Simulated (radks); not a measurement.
The numbers below are computed, except where a source is named.
Mean orbital radii <r> (bohr) of neutral titanium, [Ar] 3d2 4s2, at several levels of relativity; Dirac values are averaged over j with weights 2j + 1. Spin-unpolarised spherical Kohn-Sham, PBE, point nucleus unless stated (finite: rms radius 3.5921 fm), a radial shooting solver on a logarithmic mesh with Libxc functionals. A level marked "c x" has the speed of light scaled by that factor and shares open shells by 2j + 1; other Dirac levels either fill j = l - 1/2 first or share by 2j + 1.

shell,non-rel.,scalar-rel.,"scalar-rel., finite nucleus","Dirac, c x 0.85","change of magnitude, last against first (%)"
1s,0.07017,0.06959,0.06959,0.06936,-1.15
2s,0.3276,0.3249,0.3249,0.3237,-1.20
2p,0.2909,0.2899,0.2899,0.2895,-0.48
3s,1.014,1.007,1.007,1.004,-0.99
3p,1.088,1.086,1.086,1.085,-0.29
4s,3.538,3.514,3.514,3.504,-0.96
3d,1.601,1.617,1.617,1.623,+1.38
